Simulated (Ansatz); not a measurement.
Cost and result up the ladder for `C1=Cc2cc3cc4cccc4ccc3c2=C1` (26 atoms). Charge 0, multiplicity 1. Geometry: PBE-D4/def2-SVP.

```xyz
26

C     0.9396   -4.2540    1.2320
C    -0.1777   -3.7532    1.8901
C    -0.3670   -2.3993    1.4106
C    -1.1688   -1.2785    1.5267
C    -0.6735   -0.2280    0.6428
C    -1.2672    1.0278    0.5304
C    -0.8806    2.1123   -0.2829
C    -1.5295    3.3632   -0.3498
C    -0.8432    4.1942   -1.2831
C     0.2390    3.4848   -1.8145
C     0.2636    2.1778   -1.2240
C     1.2039    1.1899   -1.5120
C     1.3193   -0.1207   -0.9930
C     0.5085   -0.7549   -0.0525
C     0.6813   -2.1110    0.4419
C     1.4818   -3.2409    0.3311
H     1.3637   -5.2592    1.3616
H    -0.7941   -4.2827    2.6275
H    -2.0522   -1.1526    2.1708
H    -2.1586    1.1981    1.1598
H    -2.4205    3.6412    0.2298
H    -1.1238    5.2246   -1.5403
H     0.9610    3.8470   -2.5584
H     1.9705    1.4733   -2.2543
H     2.1589   -0.7196   -1.3823
H     2.3652   -3.3794   -0.3080
```

Ansatz on 4 threads of Arm Neoverse V2 on a shared host. Times are rough, and most runs start from the orbitals of an earlier one. No level here is sound enough to serve as a yardstick. Binding counts from free atoms at the same level (C triplet, H doublet; other spins of the atoms weren't run), without zero-point energy or a counterpoise term.

Correlated methods freeze 16 core orbitals. The rows differ in basis, and correlated rows in double-zeta sets carry the largest basis error.

Run but left out: HF/STO-3G (restricted singlet, unstable in another Hartree–Fock run and untested here).

Correlated methods converge slowly with the basis, most of all in double-zeta sets.

| level | functions | wall time |
| --- | --- | --- |
| PBE-D4/def2-SVP | 274 | 6 s |
| PBE0-D4/def2-SVP | 274 | 11 s |
| PBE-D4/def2-TZVP (with forces) | 556 | 18 s |
| MP2/def2-SVP | 274 | 25 s |
| r2SCAN-D4/def2-TZVP (with forces) | 556 | 32 s |
| PBE0-D4/def2-TZVP | 556 | 48 s |

Task: Estimate what each level gives for the binding energy per atom (eV).

Result: 
```csv
level,binding energy per atom (eV),remarks
PBE-D4/def2-SVP,5.72,restricted SCF unstable in HF
PBE0-D4/def2-SVP,5.59,restricted SCF unstable in HF
PBE-D4/def2-TZVP (with forces),5.63,restricted SCF unstable in HF
MP2/def2-SVP,5.35,restricted SCF unstable
r2SCAN-D4/def2-TZVP (with forces),5.43,restricted SCF unstable in HF
PBE0-D4/def2-TZVP,5.49,restricted SCF unstable in HF
```
